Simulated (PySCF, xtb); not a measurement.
CH3Cl2NSi2, SMILES Cl[Si]1(Cl)N=C[SiH2]1.

GFN2-xTB in xtb at its own geometry gives an orbital gap of 2.05 eV and a dipole moment of 3.90 D.

Geometry: PBE0-D3(BJ)/def2-SVP. This is a generated structure with no PubChem entry under its InChIKey; it may be hypothetical.

Q: What does PBE/def2-TZVP in PySCF give? (An estimate is asked for; the answer gives what the named calculation found.)

A: gap 3.22 eV (levels -6.00 and -2.77 eV), dipole 2.62 D.
